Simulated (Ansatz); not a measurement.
`C/C=C(\O)[SiH3]` + `[O]=[W]([OH])([OH])([Cl])[Cl]` → `C[O][W](=[O])([OH])([Cl])[Cl]` + `C=C(O)[SiH3]`  (substitution at a C–C bond)

Isolated molecules relaxed with PBE0-D4/def2-TZVP in Ansatz; ΔE leaves out vibrations. CCSD(T)/CBS is the MP2 limit (def2-TZVPP, def2-QZVPP) plus CCSD(T) − MP2 in def2-TZVPP, frozen cores. def2 core potentials past Kr. For W outer-core shells are correlated without core-valence functions, which leaves a few kJ/mol of doubt a bond. Each species was taken in one conformer, which may not be the lowest.

```
                        species  CCSD(T)/CBS(def2) energy (Eh)
              `C/C=C(\O)[SiH3]`                     -483.19393
`[O]=[W]([OH])([OH])([Cl])[Cl]`                    -1213.45693
`C[O][W](=[O])([OH])([Cl])[Cl]`                    -1252.70468
                 `C=C(O)[SiH3]`                     -443.92889
```

Question: Work out ΔE.

Answer: ΔE = (-1252.70468) + (-443.92889) − (-483.19393) − (-1213.45693) = 0.01729 Eh = +45.4 kJ/mol.

Largest T1 diagnostic among the species: 0.021, so the coupled-cluster value is less sure than usual.
